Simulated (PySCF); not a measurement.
# Cr⁺ (chromium, charge +1) across methods

[Ar] 3d5, high-spin 6S determinant. Computed with PySCF 2.14 in x2c-TZVPPall (6s5p4d2f1g, 64 functions), with the spin-free X2C one-electron Hamiltonian (Gaussian nucleus). The B2PLYP total includes its PT2 part (frozen core); its orbital energies are those of the SCF part.

| method | E (hartree) | mean ε 3p α (eV) | mean ε 3p β (eV) | mean ε 3d α (eV) | Σ⟨r²⟩ (bohr²) | ⟨S²⟩ |
| --- | --- | --- | --- | --- | --- | --- |
| r2SCAN | -1050.477 | -55.364 | -49.546 | -11.003 | 21.83 | 8.750 |
| CAM-B3LYP | -1050.559 | -58.797 | -53.125 | -14.057 | 21.83 | 8.750 |
| UHF | -1049.42242 | -69.349 | -57.745 | -17.530 | 20.94 | 8.750 |
| LDA | -1048.183 | -53.526 | -49.269 | -11.125 | 22.22 | 8.750 |
| B2PLYP | -1050.235 | -61.915 | -53.964 | -14.337 | 21.44 | 8.750 |
| PW91 | -1050.572 | -53.638 | -49.196 | -10.973 | 22.20 | 8.750 |
| PBE | -1050.274 | -53.595 | -49.124 | -10.913 | 22.24 | 8.750 |
| PBE0 | -1050.304 | -57.665 | -51.570 | -12.642 | 21.74 | 8.750 |
| M06 | -1050.468 | -57.561 | -51.593 | -12.307 | 21.55 | 8.750 |
